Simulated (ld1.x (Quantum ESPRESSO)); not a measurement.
Configuration tests for oxygen (RRKJ)

```json
{"Element": "oxygen (O)", "Generator": "ld1.x (Quantum ESPRESSO) 7.5", "Type": "norm-conserving RRKJ (Kleinman–Bylander form)", "Functional": "PBE", "Relativity": "scalar-relativistic", "Frozen core": "[He]", "Valence charge": "6", "Reference configuration": "2s1 2p5", "Partial waves": "2s (bound): rc 0.90 bohr; 2p (bound): rc 2.20 bohr; 3d channel at 0.05 Ry: rc 2.25 bohr", "Local potential": "the d channel", "Core correction": "Bessel-smoothed model core inside 0.50 bohr", "rho0": "0.01"}
```

Energies are relative to the spin-unpolarised reference configuration 2s1 2p5; without spin polarisation the order of configurations can differ from experiment.

```json
{"valence configuration": "2s2 2p4", "charge": "0", "ΔE all-electron (eV)": "-14.950", "error AE − PS (meV)": "-57"}
{"valence configuration": "2s2 2p3", "charge": "+1", "ΔE all-electron (eV)": "1.481", "error AE − PS (meV)": "+444"}
{"valence configuration": "2s2 2p2", "charge": "+2", "ΔE all-electron (eV)": "35.067", "error AE − PS (meV)": "+2088"}
{"valence configuration": "2s2 2p1", "charge": "+3", "ΔE all-electron (eV)": "88.936", "error AE − PS (meV)": "+6073"}
{"valence configuration": "2s1 2p4", "charge": "+1", "ΔE all-electron (eV)": "16.709", "error AE − PS (meV)": "+108"}
{"valence configuration": "2s2 2p4.3", "charge": "-0.3", "ΔE all-electron (eV)": "-17.073", "error AE − PS (meV)": "-110"}
```

**Question.** What are ΔE and the potential's error for 2s0 2p6?

**Answer.** ΔE = 14.987 eV all-electron; the error (AE − PS) is -56 meV.

These tests converged, but a pseudo level misses the all-electron one widely, so the file describes the atom poorly there or has found another state: 2s2 2p1: 2p by 5.6 eV.
